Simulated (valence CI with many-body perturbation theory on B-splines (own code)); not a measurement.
## Cl¹¹⁺: calculated level list

Method: valence CI with perturbative core correlation (CI+MBPT): four valence electrons over a frozen Dirac-Fock core [He], radial functions for each j: 11 s, 11 p, 10 d, 8 f, 5 g, 2 h, with the one-electron correlation potential Σ1 (screened to all orders), the two-electron term Σ2, the three-electron term Σ3, Breit, model QED; selected single and double excitations, second order for the rest, scaled by the run's own slope (own B-spline code, finite nucleus).

No measured spectrum was set against this ion. As an estimate, levels of excited configurations hold to 0.05 to 0.15 % of their energy, terms of the ground configuration to about 0.5 %. Among the levels kept, up to 850 cm⁻¹ of a level comes from second order outside the variational space, and about a tenth of that is noise between levels of different J, which matters for small intervals.

Levels 46 to 90 of 173, with energies above the lowest level, 2s²2p² ³P_0. "Leading %" is the weight of the configuration and term that name the level; weights of strongly mixed levels are sums over their largest components and can fall short. In the jj column 3d3/2^4 stands for four electrons in 3d with j = 3/2. Lifetimes count E1, E2, E3, M1 and M2 decay at the calculated energies, and are blank where another channel may lead or the interval is too uncertain; long ones can be off by a factor of two.

```
No.  Configuration  Term  J  E (eV)  Leading %                   Leading jj  Lifetime  Second component
 46        2s²2p3d   ³P°  1  369.68         83      2s^2 2p3/2 3d3/2 (81 %)    520 fs  12 % 2s²2p3d ³D°
 47        2s²2p3d   ³P°  0  369.82         95      2s^2 2p3/2 3d3/2 (95 %)    573 fs                  
 48        2s2p²3s    ³P  0  369.91         90         2s 2p1/2^2 3s (44 %)   2.65 ps    8 % 2s²2p3p ³P
 49        2s2p²3s    ³P  1  370.54         91     2s 2p1/2 2p3/2 3s (75 %)   2.61 ps    7 % 2s²2p3p ³P
 50        2s2p²3s    ³P  2  371.62         91         2s 2p3/2^2 3s (51 %)   2.59 ps    7 % 2s²2p3p ³P
 51        2s²2p3d   ¹F°  3  373.47         94      2s^2 2p3/2 3d3/2 (41 %)    260 fs                  
 52        2s²2p3d   ¹P°  1  373.53         92      2s^2 2p3/2 3d5/2 (72 %)    423 fs                  
 53        2s2p²3p   ³S°  1  375.62         87  2s 2p1/2 2p3/2 3p1/2 (29 %)   1.44 ps   5 % 2s2p²3p ⁵P°
 54        2s2p²3p   ⁵D°  0  376.03         99      2s 2p1/2^2 3p1/2 (43 %)    468 ps                  
 55        2s2p²3p   ⁵D°  1  376.28         94  2s 2p1/2 2p3/2 3p1/2 (45 %)   26.6 ps   5 % 2s2p²3p ³S°
 56        2s2p²3p   ⁵D°  2  376.68         95  2s 2p1/2 2p3/2 3p1/2 (43 %)    853 ps                  
 57        2s2p²3p   ⁵D°  3  377.36         96  2s 2p1/2 2p3/2 3p3/2 (68 %)   1.12 ns                  
 58        2s2p²3p   ⁵D°  4  378.24         99      2s 2p3/2^2 3p3/2 (62 %)   1.15 ns                  
 59        2s2p²3p   ⁵P°  1  378.28         94  2s 2p1/2 2p3/2 3p3/2 (38 %)   28.8 ps                  
 60        2s2p²3p   ⁵P°  2  378.52         94  2s 2p1/2 2p3/2 3p3/2 (29 %)    152 ps                  
 61        2s2p²3p   ⁵P°  3  379.18         94  2s 2p1/2 2p3/2 3p3/2 (36 %)   68.8 ps                  
 62        2s2p²3p   ³D°  1  381.30         97  2s 2p1/2 2p3/2 3p3/2 (46 %)   1.46 ps                  
 63        2s2p²3p   ³D°  2  381.87         96  2s 2p1/2 2p3/2 3p3/2 (52 %)   1.46 ps                  
 64        2s2p²3p   ³D°  3  382.77         96      2s 2p3/2^2 3p3/2 (46 %)   1.46 ps                  
 65        2s2p²3p   ⁵S°  2  383.28         97  2s 2p1/2 2p3/2 3p3/2 (30 %)    115 ps                  
 66        2s2p²3p   ³P°  0  384.15         98  2s 2p1/2 2p3/2 3p3/2 (72 %)   1.44 ps                  
 67        2s2p²3s    ³D  1  384.42         97     2s 2p1/2 2p3/2 3s (68 %)   2.15 ps                  
 68        2s2p²3p   ³P°  1  384.43         96  2s 2p1/2 2p3/2 3p3/2 (41 %)   1.43 ps                  
 69        2s2p²3s    ³D  2  384.44         97     2s 2p1/2 2p3/2 3s (64 %)   2.14 ps                  
 70        2s2p²3s    ³D  3  384.47         97     2s 2p1/2 2p3/2 3s (60 %)   2.12 ps                  
 71        2s2p²3p   ³P°  2  384.76         96  2s 2p1/2 2p3/2 3p3/2 (41 %)   1.43 ps                  
 72        2s2p²3s    ¹D  2  388.79         97     2s 2p1/2 2p3/2 3s (64 %)   4.97 ps                  
 73        2s2p²3d    ⁵F  1  389.63         98      2s 2p1/2^2 3d3/2 (38 %)    299 ps                  
 74        2s2p²3d    ⁵F  2  389.83         96  2s 2p1/2 2p3/2 3d3/2 (44 %)    157 ps                  
 75        2s2p²3d    ⁵F  3  390.17         94  2s 2p1/2 2p3/2 3d3/2 (40 %)   99.1 ps    5 % 2s2p²3d ⁵D
 76        2s2p²3d    ⁵F  4  390.68         95  2s 2p1/2 2p3/2 3d5/2 (65 %)    294 ps    5 % 2s2p²3d ⁵D
 77        2s2p²3d    ⁵F  5  391.36         99      2s 2p3/2^2 3d5/2 (62 %)   1.70 ns                  
 78        2s2p²3d    ⁵D  0  392.21         98  2s 2p1/2 2p3/2 3d3/2 (87 %)   69.3 ps                  
 79        2s2p²3d    ⁵D  1  392.24         95  2s 2p1/2 2p3/2 3d3/2 (69 %)   13.2 ps                  
 80        2s2p²3d    ⁵D  2  392.31         89  2s 2p1/2 2p3/2 3d3/2 (40 %)   5.18 ps    5 % 2s2p²3d ⁵P
 81        2s2p²3d    ⁵D  3  392.47         84  2s 2p1/2 2p3/2 3d5/2 (31 %)   3.02 ps    9 % 2s2p²3d ⁵P
 82        2s2p²3d    ⁵D  4  392.92         94  2s 2p1/2 2p3/2 3d5/2 (44 %)    699 ps    5 % 2s2p²3d ⁵F
 83        2s2p²3d    ⁵P  3  394.59         89  2s 2p1/2 2p3/2 3d5/2 (41 %)    320 fs   10 % 2s2p²3d ⁵D
 84        2s2p²3d    ³P  2  394.68         90  2s 2p1/2 2p3/2 3d3/2 (33 %)    842 fs    4 % 2s2p²3d ⁵P
 85        2s2p²3d    ⁵P  2  395.02         89  2s 2p1/2 2p3/2 3d5/2 (30 %)    313 fs    5 % 2s2p²3d ³P
 86        2s2p²3d    ⁵P  1  395.20         92      2s 2p3/2^2 3d3/2 (56 %)    301 fs                  
 87        2s2p²3d    ³P  1  395.48         92      2s 2p3/2^2 3d5/2 (45 %)    816 fs    4 % 2s2p²3d ⁵P
 88        2s2p²3d    ³P  0  395.88         96      2s 2p3/2^2 3d5/2 (65 %)    869 fs                  
 89        2s2p²3d    ³F  2  396.61         98  2s 2p1/2 2p3/2 3d5/2 (47 %)    914 fs                  
 90        2s2p²3s    ³S  1  396.85         86         2s 2p3/2^2 3s (46 %)   2.31 ps    8 % 2s2p²3s ³P
```
